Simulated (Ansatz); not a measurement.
Consider the ligand exchange at the Al–O bond: `C[O][Al]([F])[F]` + CH₃NH₂ → `C[NH][Al]([F])[F]` + CH₃OH.

Gas-phase electronic energies from Ansatz, PBE0-D4/def2-TZVP geometries. CCSD(T)/CBS is the MP2 limit (def2-TZVPP, def2-QZVPP) plus CCSD(T) − MP2 in def2-TZVPP, frozen cores. This one scheme is used for every species. Functionals use def2-TZVPP. One conformer a species, not always the lowest.

| level | ΔE (kJ/mol) |
| --- | --- |
| r2SCAN0-D4 | 37.5 |
| BHLYP-D4 | 39.8 |
| PBE-QIDH | 36.7 |
| MP2/CBS(def2) | 37.3 |

(1) What does CCSD(T)/CBS give? (Best estimate.)

Largest T1 diagnostic among the species: 0.012.

Answers

(1) Computed: +36.6 kJ/mol. The listed levels differ from it by 0.9, 3.2, 0.1, 0.7 kJ/mol.

In def2-TZVPP, CCSD(T) changes the Hartree–Fock value by −7.6 kJ/mol (the triples alone add −1.0 kJ/mol) and MP2 by −7.0 kJ/mol. Leaving LDA and LC-ωPBE aside and taking each functional with its dispersion term where it has one, the values, not all of them listed here, spread over 7.2 kJ/mol, from PBE-D4 to BHLYP-D4.
